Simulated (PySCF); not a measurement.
From one molecule to another.

First species: C₇H₉NS.
Structure used (PBE0-D3(BJ)/def2-SVP), in Å, numbered top down from 1:
```xyz
18
C7H9NS angstrom
N     -2.9700    2.6955   -0.0829
C     -2.3510    1.7516   -0.3421
C     -1.5619    0.5711   -0.6386
C     -1.9870   -0.8030   -0.0669
C     -0.4980   -1.1200    0.1559
C     -0.2003    0.3894    0.0829
C      1.0532    0.8768   -0.6337
C      2.2768    0.4592    0.1095
S      3.2933   -0.7114   -0.3433
H     -1.4194    0.5072   -1.7301
H     -2.5694   -1.4548   -0.7321
H     -2.5311   -0.6832    0.8809
H     -0.2161   -1.6498    1.0759
H     -0.0546   -1.6508   -0.7010
H     -0.2656    0.8370    1.0883
H      1.0188    1.9795   -0.6955
H      1.0846    0.4678   -1.6554
H      2.4420    0.9876    1.0652
```

Second species: C3H8O.
SMILES: `CCOC`

Levels: PBE0/def2-SVPD for dipole moment, HOMO energy, LUMO energy, HOMO–LUMO gap, static isotropic polarisability and electronic spatial extent ⟨r²⟩ about the centre of nuclear charge; TDDFT PBE0/def2-SVPD for lowest singlet excitation; TDA PBE0/def2-SVPD for lowest triplet excitation (Tamm–Dancoff); ΔSCF PBE0/def2-SVPD for vertical ionisation energy; PBE0-D3(BJ)/def2-SVP for rotational constant A and rotational constant C. Geometries: PBE0-D3(BJ)/def2-SVP. Each species is one conformer at its optimised geometry, gas phase, non-relativistic unless stated; the electronic structure was computed with PySCF and density fitting.

The conformers computed, where there is a choice (atom-mapped SMILES and torsion angles):
- `[N:1]#[C:2][C@@H:3]1[CH2:4][CH2:5][C@H:6]1[CH2:7][CH:8]=[S:9]`: C5–C6–C7–C8 -67°, C6–C7–C8–S9 106°
- `[CH3:1][CH2:2][O:3][CH3:4]`: C1–C2–O3–C4 180°

**Question.** Which has the higher rotational constant C?

**Answer.** The second: 3.928 GHz against 0.555 GHz, a difference of 3.373 GHz.

**Question.** Which of the two has the higher rotational constant A, and by how much?

**Answer.** The second: 28.506 GHz against 3.301 GHz, a difference of 25.205 GHz.

**Question.** Which of the two has the higher ⟨r²⟩, and by how much?

**Answer.** The first: 1908 bohr² against 367 bohr², a difference of 1541 bohr².

**Question.** Which has the higher HOMO–LUMO gap?

**Answer.** The second: 8.25 eV against 4.24 eV, a difference of 4.01 eV.

**Question.** Which of the two has the higher vertical ionisation energy, and by how much?

**Answer.** The second: 9.74 eV against 8.89 eV, a difference of 0.85 eV.

**Question.** Which of the two has the higher HOMO energy, and by how much?

**Answer.** The first: -6.80 eV against -7.43 eV, a difference of 0.63 eV.

**Question.** Which of the two has the higher LUMO energy, and by how much?

**Answer.** The second: 0.82 eV against -2.56 eV, a difference of 3.38 eV.

**Question.** Which of the two has the higher T1 energy, and by how much?

**Answer.** The second: 6.78 eV against 1.90 eV, a difference of 4.88 eV.

On the first: The ΔSCF ionisation energy exceeds −ε(HOMO) by 2.09 eV with PBE0. The vertical singlet–triplet gap S1 − T1 is 0.52 eV (TDDFT singlet less Tamm–Dancoff triplet; S1: HOMO→LUMO, weight 1.00; T1: HOMO→LUMO, weight 0.99).

On the second: The ΔSCF ionisation energy exceeds −ε(HOMO) by 2.31 eV with PBE0. No computed singlet falls in the visible range (750 to 380 nm, 1.65 to 3.26 eV); S1 lies 3.72 eV above its blue end.
